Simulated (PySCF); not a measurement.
A PySCF script (with the pyscf-properties extension) for the NMR shieldings of SMILES C[SiH2]C[C@H]([SiH3])C[SiH2]N, C$_{4}$H$_{17}$NSi$_{3}$, on a GFN2-xTB geometry:

```python
import basis_set_exchange as bse
import numpy as np
from pyscf import gto, dft
from pyscf.prop import nmr

atoms = """
C    -3.557055    1.109993   -0.628445
Si   -1.870945    0.291926   -0.925752
C    -1.021645   -0.061339    0.742578
C     0.077650   -1.125914    0.675994
Si    0.677107   -1.598221    2.423882
C     1.214570   -0.739479   -0.272717
Si    2.146823    0.882231    0.070709
N     3.408088    0.908908   -1.107986
H    -4.034247    1.342384   -1.575544
H    -4.228874    0.457764   -0.076717
H    -3.469136    2.038755   -0.070684
H    -2.072513   -0.974691   -1.650897
H    -1.064001    1.195561   -1.760981
H    -0.601043    0.857598    1.153493
H    -1.782434   -0.392723    1.455659
H    -0.391226   -2.029940    0.258686
H    -0.485520   -2.014043    3.214545
H     1.313301   -0.463874    3.089799
H     1.619947   -2.716338    2.324777
H     1.948895   -1.549492   -0.273934
H     0.810444   -0.695980   -1.289660
H     2.857230    0.887551    1.352762
H     1.249116    2.049159    0.006540
H     3.184460    0.687949   -2.065060
H     4.060072    1.676401   -1.084946
"""
names = dict.fromkeys(["C", "Si", "N", "H"], "pcSseg-1")
basis = {el: gto.basis.parse(bse.get_basis(n, elements=[el], fmt="nwchem")) for el, n in names.items()}
mol = gto.M(atom=atoms, basis=basis, charge=0, verbose=0)
mf = dft.RKS(mol, xc="PBE0")
mf.grids.level = 2
mf.grids.alignment = dft.numint.BLKSIZE   # the property module wants whole blocks of grid points
mf.conv_tol = 1e-9
mf.kernel()

calc = nmr.RKS(mf)   # GIAO
C = mf.mo_coeff
Co = C[:, mf.mo_occ > 0]
resp = mf.gen_response(singlet=True, hermi=2)
def vind(x):   # induced exchange potential for any number of trial vectors
    d = np.einsum("pi,xij,qj->xpq", C, 2 * x.reshape(-1, C.shape[1], Co.shape[1]), Co, optimize=True)
    return np.einsum("xpq,pi,qj->xij", resp(d - d.transpose(0, 2, 1)), C, Co, optimize=True).ravel()
mo1, _ = nmr.rhf.solve_mo1(calc, with_cphf=vind)
sigma = calc.kernel(mo1)
for i, s in enumerate(sigma):   # ppm
    print("%2d %-2s %9.2f" % (i, mol.atom_pure_symbol(i), np.trace(s) / 3))
```

Q: What are the results?

A: 
```
 0 C     193.62
 1 Si    388.37
 2 C     166.82
 3 C     166.88
 4 Si    409.66
 5 C     167.67
 6 Si    390.65
 7 N     264.59
 8 H      31.58
 9 H      31.60
10 H      31.64
11 H      27.57
12 H      27.21
13 H      30.85
14 H      30.79
15 H      30.09
16 H      28.03
17 H      27.85
18 H      27.75
19 H      30.34
20 H      30.27
21 H      26.79
22 H      26.47
23 H      32.07
24 H      31.85
```

These numbers come from an equivalent density-fitted implementation of the same equations, which agrees with the script to about 0.01 ppm for H and up to a few tenths of a ppm for heavy atoms, so last digits may differ.

Size and cost of the density-fitted run: 242 basis functions, 2.1 min wall time on 1 thread of an Arm Neoverse N1, shared host; peak memory 1.1 GiB.
